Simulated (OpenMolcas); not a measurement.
# Mo5+ in a point-charge field

Mo5+ among 2 point charges of -2 e arranged as a linear pair (D∞h), 2.09 Å from the ion.

| Quantity | Value |
| --- | --- |
| Program | OpenMolcas |
| Method | SS-CASPT2, IPEA 0.25 Eh, imaginary shift 0.1 Eh (closed shells correlated: 4s 4p) |
| Basis | ANO-RCC-VDZP [6s5p3d1f] |
| Scalar Hamiltonian | DKH2, point nucleus |
| Active space | 1 electron in 5 orbitals (4d) |
| State averaging | 2S+1 = 2 even, 5 roots |
| Spin-orbit coupling | state interaction with AMFI integrals over the reference wave functions |

The lowest spin-free states (labels by Λ), above the lowest:

```tsv
State	Degeneracy	E (cm-1)	Free-ion L (%)
2Δ	2	0	D (100)
2Π	2	11610	D (100)
2Σ	1	18530	D (100)
```

The lowest levels with spin-orbit coupling:

```csv
E (cm-1),Degeneracy,2S+1,g
0,2,2,0.00 0.00 2.01
2060,2,2,0.00 0.00 6.00
11950,2,2,0.05 0.73 0.73
13260,2,2,0.00 0.00 3.99
19810,2,2,1.95 2.73 2.73
```

Powder χT (cm3 K/mol): 0.127 at 2 K, 0.128 at 10 K, 0.135 at 50 K, 0.143 at 100 K, 0.16 at 200 K, 0.177 at 300 K. The effective moment at 300 K is 2.828 √(χT) = 1.19 μB.

The lowest level has 2S+1 = 2, for which the spin-only value is χT = S(S+1) / 2 = 0.375 cm3 K/mol (g = 2). The computed 0.177 at 300 K differs by -0.198, through orbital momentum, spin-orbit coupling and any other state in reach.

Free-ion shares, where given, are those of the reference states; single-state CASPT2 does not remix them. Point charges carry no covalency, so the field is a model and not that of real ligands. No measured value stands beside these numbers.
